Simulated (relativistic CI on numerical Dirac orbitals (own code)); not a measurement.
## Calculated levels, Ir IX

Method of calculation: Dirac-Coulomb-Breit CI, separate exchange-only KLI orbitals for each configuration, model QED (radiative potential, 1s self-energy scaled to tabulated hydrogen-like ionisation energies), unscaled Slater integrals (own radial code, finite nucleus).

Configuration list (outside the closed core [Kr] 4d10): 4f¹⁴5s²5p⁶5d, 4f¹⁴5s²5p⁶6s, 4f¹⁴5s²5p⁶5f, 4f¹⁴5s²5p⁵5d², 4f¹⁴5s²5p⁶6p, 4f¹⁴5s²5p⁶5g, 4f¹⁴5s²5p⁶6d, 4f¹⁴5s5p⁶5d², 4f¹⁴5s²5p⁶7s, 4f¹⁴5s²5p⁵5d5f, 4f¹⁴5s²5p⁶7p, 4f¹³5s²5p⁶5d², 4f¹⁴5s²5p⁶6f, 4f¹⁴5s²5p⁵5d6s. Double excitations out of closed p, d and f shells are left out; levels of such configurations are missing from the list, as are those of other unlisted configurations, and high levels can miss mixing partners.

The lowest level is 4f¹⁴5s²5p⁶5d ²D3/2, with 100 % of that term; Hund's rules for 4f¹⁴5s²5p⁶5d give ²D with J = 3/2, in agreement.

```tsv
No.	Configuration	Term	J	E (cm⁻¹)	%	Next component (%)	Landé g	jj configuration (%)
1	4f¹⁴5s²5p⁶5d	²D	3/2	0	100		0.799	5d3/2 (100)
2	4f¹⁴5s²5p⁶5d	²D	5/2	15494	100		1.200	5d5/2 (100)
3	4f¹⁴5s²5p⁶6s	²S	1/2	200999	100		2.002	6s (100)
4	4f¹⁴5s²5p⁶6p	²P°	1/2	292834	99	1 4f¹⁴5s²5p⁵5d6s ²P°	0.665	6p1/2 (99)
5	4f¹⁴5s²5p⁶6p	²P°	3/2	325386	99	1 4f¹⁴5s²5p⁵5d6s ²P°	1.334	6p3/2 (99)
6	4f¹⁴5s²5p⁵5d²	⁴D°	1/2	383185	94	5 ²P°	0.052	5p3/2^3 5d3/2^2 (77)
7	4f¹⁴5s²5p⁵5d²	⁴D°	3/2	385611	72	15 ⁴F°	1.091	5p3/2^3 5d3/2^2 (78)
8	4f¹⁴5s²5p⁵5d²	⁴D°	5/2	392960	54	32 ⁴F°	1.219	5p3/2^3 5d3/2 5d5/2 (54)
9	4f¹⁴5s²5p⁶5f	²F°	5/2	397322	37	34 4f¹⁴5s²5p⁵5d² ²F°	0.978	5p3/2^3 5d3/2 5d5/2 (46)
10	4f¹⁴5s²5p⁵5d²	⁴G°	7/2	401438	32	28 ⁴F°	1.121	5p3/2^3 5d3/2^2 (55)
11	4f¹⁴5s²5p⁶5f	²F°	7/2	402321	36	28 4f¹⁴5s²5p⁵5d² ⁴D°	1.224	5p3/2^3 5d3/2 5d5/2 (55)
12	4f¹⁴5s²5p⁵5d²	⁴P°	5/2	406651	32	32 4f¹⁴5s²5p⁶5f ²F°	1.158	5f5/2 (32)
13	4f¹⁴5s²5p⁵5d²	⁴G°	9/2	408225	72	18 ⁴F°	1.195	5p3/2^3 5d3/2 5d5/2 (96)
14	4f¹⁴5s²5p⁵5d²	⁴D°	7/2	410735	31	30 4f¹⁴5s²5p⁶5f ²F°	1.171	5p3/2^3 5d5/2^2 (33)
15	4f¹⁴5s²5p⁵5d²	⁴G°	11/2	413219	89	10 ²H°	1.254	5p3/2^3 5d3/2 5d5/2 (51)
16	4f¹⁴5s²5p⁵5d²	²D°	3/2	413701	29	28 ²P°	1.210	5p3/2^3 5d3/2 5d5/2 (72)
17	4f¹⁴5s²5p⁵5d²	⁴P°	5/2	414845	33	30 ²F°	1.144	5p3/2^3 5d3/2 5d5/2 (83)
18	4f¹⁴5s²5p⁵5d²	⁴P°	3/2	416336	36	20 ²D°	1.273	5p3/2^3 5d3/2^2 (65)
19	4f¹⁴5s²5p⁵5d²	²G°	7/2	423487	44	30 ²F°	1.062	5p3/2^3 5d3/2 5d5/2 (88)
20	4f¹⁴5s²5p⁵5d²	⁴P°	1/2	426020	40	33 ²P°	1.653	5p3/2^3 5d3/2 5d5/2 (92)
21	4f¹⁴5s²5p⁵5d²	²D°	5/2	429180	57	22 ²F°	1.158	5p3/2^3 5d5/2^2 (79)
22	4f¹⁴5s²5p⁵5d²	⁴F°	9/2	432291	59	37 ²G°	1.242	5p3/2^3 5d5/2^2 (64)
23	4f¹⁴5s²5p⁵5d²	⁴D°	7/2	433513	40	36 ²F°	1.225	5p3/2^3 5d3/2 5d5/2 (92)
24	4f¹⁴5s²5p⁵5d²	²H°	11/2	433967	89	10 ⁴G°	1.110	5p3/2^3 5d5/2^2 (51)
25	4f¹⁴5s²5p⁵5d²	²D°	3/2	438359	29	19 ²P°	1.169	5p3/2^3 5d3/2 5d5/2 (85)
26	4f¹⁴5s²5p⁵5d²	⁴D°	5/2	439696	39	36 ²D°	1.226	5p3/2^3 5d3/2 5d5/2 (79)
27	4f¹⁴5s²5p⁵5d²	²P°	1/2	446157	59	20 ²S°	1.309	5p3/2^3 5d5/2^2 (92)
28	4f¹⁴5s²5p⁵5d²	²F°	7/2	448440	58	24 ⁴D°	1.203	5p3/2^3 5d5/2^2 (80)
29	4f¹⁴5s²5p⁵5d²	²G°	9/2	450460	63	35 ²H°	1.042	5p3/2^3 5d3/2 5d5/2 (67)
30	4f¹⁴5s²5p⁵5d²	²D°	3/2	463059	41	27 ⁴F°	0.847	5p3/2^3 5d3/2 5d5/2 (62)
31	4f¹⁴5s²5p⁶6d	²D	3/2	470202	100		0.799	6d3/2 (100)
32	4f¹⁴5s²5p⁶6d	²D	5/2	475754	100		1.200	6d5/2 (100)
33	4f¹⁴5s²5p⁵5d²	²F°	5/2	477559	34	23 ⁴G°	0.909	5p3/2^3 5d5/2^2 (29)
34	4f¹⁴5s²5p⁵5d²	²P°	3/2	478542	61	22 ²D°	1.232	5p3/2^3 5d5/2^2 (85)
35	4f¹⁴5s²5p⁵5d²	²G°	7/2	482443	46	24 ⁴D°	1.091	5p3/2^3 5d5/2^2 (57)
36	4f¹⁴5s²5p⁵5d²	⁴D°	1/2	490297	40	40 ²P°	0.645	5p3/2^3 5d3/2 5d5/2 (57)
37	4f¹⁴5s²5p⁵5d²	⁴F°	5/2	493319	25	19 ⁴D°	1.018	5p3/2^3 5d5/2^2 (31)
38	4f¹⁴5s²5p⁵5d²	²P°	3/2	496944	40	30 ⁴S°	1.485	5p3/2^3 5d5/2^2 (61)
39	4f¹⁴5s²5p⁶7s	²S	1/2	527337	100		2.002	7s (100)
40	4f¹⁴5s²5p⁵5d²	⁴G°	7/2	535241	42	26 ²G°	1.036	5p1/2 5p3/2^4 5d3/2 5d5/2 (93)
41	4f¹⁴5s²5p⁵5d²	²F°	5/2	540792	35	31 ⁴G°	0.848	5p1/2 5p3/2^4 5d3/2 5d5/2 (40)
42	4f¹⁴5s²5p⁵5d²	²F°	5/2	542144	49	26 ²D°	1.020	5p1/2 5p3/2^4 5d3/2 5d5/2 (49)
43	4f¹⁴5s²5p⁵5d²	⁴D°	3/2	544470	36	33 ²D°	1.076	5p1/2 5p3/2^4 5d3/2 5d5/2 (92)
44	4f¹⁴5s²5p⁵5d²	²S°	1/2	546541	36	32 ⁴P°	1.665	5p1/2 5p3/2^4 5d3/2 5d5/2 (92)
45	4f¹⁴5s²5p⁵5d²	²G°	9/2	547609	45	22 ²H°	1.107	5p1/2 5p3/2^4 5d3/2 5d5/2 (75)
46	4f¹⁴5s²5p⁵5d²	²F°	7/2	555009	35	30 ⁴D°	1.207	5p1/2 5p3/2^4 5d5/2^2 (83)
47	4f¹³5s²5p⁶5d²	⁴F°	7/2	560515	36	26 ²F°	1.142	4f7/2^7 5d3/2^2 (89)
48	4f¹³5s²5p⁶5d²	⁴D°	5/2	560962	40	27 ⁴F°	1.229	4f7/2^7 5d3/2^2 (84)
49	4f¹³5s²5p⁶5d²	⁴P°	3/2	561931	37	33 ⁴D°	1.453	4f7/2^7 5d3/2^2 (85)
50	4f¹⁴5s²5p⁵5d²	²P°	3/2	564004	24	21 ²D°	1.365	5p1/2 5p3/2^4 5d5/2^2 (86)
51	4f¹³5s²5p⁶5d²	²I°	11/2	564036	44	34 ⁴I°	0.976	4f7/2^7 5d3/2^2 (91)
52	4f¹³5s²5p⁶5d²	⁴H°	9/2	565681	29	21 ²H°	1.017	4f7/2^7 5d3/2^2 (82)
53	4f¹⁴5s²5p⁵5d²	²G°	9/2	568496	34	34 ²H°	1.071	5p1/2 5p3/2^4 5d5/2^2 (57)
54	4f¹⁴5s²5p⁶7p	²P°	1/2	568562	82	7 4f¹⁴5s²5p⁵5d² ²P°	0.668	7p1/2 (82)
55	4f¹⁴5s²5p⁵5d²	²D°	5/2	571033	37	31 ²F°	1.137	5p1/2 5p3/2^4 5d5/2^2 (87)
56	4f¹³5s²5p⁶5d²	²P°	1/2	571709	24	21 4f¹⁴5s²5p⁵5d² ²P°	0.659	4f7/2^7 5d3/2 5d5/2 (45)
57	4f¹³5s²5p⁶5d²	⁴F°	9/2	574372	69	10 ⁴G°	1.250	4f7/2^7 5d3/2 5d5/2 (79)
58	4f¹³5s²5p⁶5d²	²P°	1/2	575931	30	27 ⁴P°	1.353	4f7/2^7 5d3/2 5d5/2 (91)
59	4f¹³5s²5p⁶5d²	⁴I°	13/2	576042	67	22 ²I°	1.114	4f7/2^7 5d3/2 5d5/2 (100)
60	4f¹³5s²5p⁶5d²	⁴D°	7/2	576679	37	27 ²G°	1.138	4f7/2^7 5d3/2 5d5/2 (88)
61	4f¹³5s²5p⁶5d²	²D°	3/2	576914	35	15 4f¹⁴5s²5p⁵5d² ²D°	1.018	4f7/2^7 5d3/2 5d5/2 (76)
62	4f¹³5s²5p⁶5d²	⁴P°	5/2	577466	32	21 ⁴F°	1.169	4f7/2^7 5d3/2 5d5/2 (77)
63	4f¹³5s²5p⁶5d²	⁴H°	11/2	578851	53	23 ⁴G°	1.128	4f7/2^7 5d3/2 5d5/2 (99)
64	4f¹³5s²5p⁶5d²	²D°	3/2	579199	27	20 4f¹⁴5s²5p⁵5d² ²D°	1.100	4f7/2^7 5d3/2 5d5/2 (43)
65	4f¹³5s²5p⁶5d²	²F°	7/2	580037	28	16 ⁴F°	1.098	4f7/2^7 5d3/2 5d5/2 (55)
66	4f¹³5s²5p⁶5d²	⁴I°	15/2	583653	69	31 ²K°	1.157	4f7/2^7 5d3/2 5d5/2 (76)
67	4f¹³5s²5p⁶5d²	⁴I°	9/2	583973	29	20 ²G°	1.015	4f7/2^7 5d3/2 5d5/2 (69)
68	4f¹⁴5s²5p⁶7p	²P°	3/2	584250	87	4 4f¹³5s²5p⁶5d² ²P°	1.289	7p3/2 (87)
69	4f¹³5s²5p⁶5d²	²P°	3/2	584696	44	28 ⁴F°	1.014	4f7/2^7 5d3/2 5d5/2 (38)
70	4f¹³5s²5p⁶5d²	²D°	5/2	586162	58	13 ⁴F°	1.124	4f7/2^7 5d3/2 5d5/2 (54)
```

Energies count from the lowest computed level; ° marks odd parity. Filled j subshells are mostly left out of the jj labels.

The mean weight of the leading LS term, summed over parents, in these 70 levels is 52 %, and that of the leading jj configuration (from the same eigenvectors) 74 %, so jj coupling describes them better and the LS labels are nominal.

At this charge configurations can still be misplaced by up to about 7 % of their energy. Levels and lines within the n = 5 or 6 shells can be off by up to 10 % or somewhat more, and those that change n by about 2 %, since core polarisation is missing. Levels that differ in their count of f electrons can be misplaced by several ten thousand cm⁻¹, since the correlation energy of f electrons is missing or only estimated; rates across such gaps can be off by orders of magnitude.

LS names give the leading component of a level, which can be under half, so a name can repeat, a term be missing and a line seem to break the LS rules.
